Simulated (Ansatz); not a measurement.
F2H4Si2, SMILES `F[SiH](F)[SiH3]`, 8 atoms. Total charge 0; spin multiplicity 1. All runs use 2 threads of a server CPU on a shared host. Correlated methods freeze the cores.

(1) Give the basis size and wall time and peak host memory of each of these runs in Ansatz. RKS PBE0-D4/def2-TZVP relaxation (6 steps); RHF-MP2/def2-QZVPP energy; RKS PBE0-D4/def2-TZVP frequencies; RKS ωB97M-V/def2-SVP energy; direct RPA on PBE orbitals/def2-TZVPP energy; RKS SPW92/def2-TZVPP energy; RKS revPBE-D4/def2-TZVPP energy; RHF-CCSD(T)/def2-TZVPP energy; RKS PBE0-D4/def2-QZVPP energy; RKS ωB97M-V/def2-QZVPP energy; RKS PBE0-D4/def2-SVP energy; RHF-CCSD(T)/def2-SVP energy. (Estimate.)

Results:

(1) Computed: Other jobs shared the machine, so times are rough.

```csv
level,job,functions,wall time,peak host memory (GiB)
RKS PBE0-D4/def2-SVP,energy,84,1.3 s,0.15
RKS SPW92/def2-TZVPP,energy,202,1.4 s,0.22
RKS revPBE-D4/def2-TZVPP,energy,202,2.1 s,0.22
RHF-CCSD(T)/def2-SVP,energy,84,2.8 s,0.24
direct RPA on PBE orbitals/def2-TZVPP,energy,202,5.5 s,0.36
RKS ωB97M-V/def2-SVP,energy,84,6.5 s,0.23
RKS PBE0-D4/def2-QZVPP,energy,374,9 s,1.1
RHF-MP2/def2-QZVPP,energy,374,20 s,1.5
RKS PBE0-D4/def2-TZVP,relaxation (6 steps),160,22 s,0.33
RKS ωB97M-V/def2-QZVPP,energy,374,23 s,1.2
RHF-CCSD(T)/def2-TZVPP,energy,202,85 s,2.5
RKS PBE0-D4/def2-TZVP,frequencies,160,110 s,0.33
```
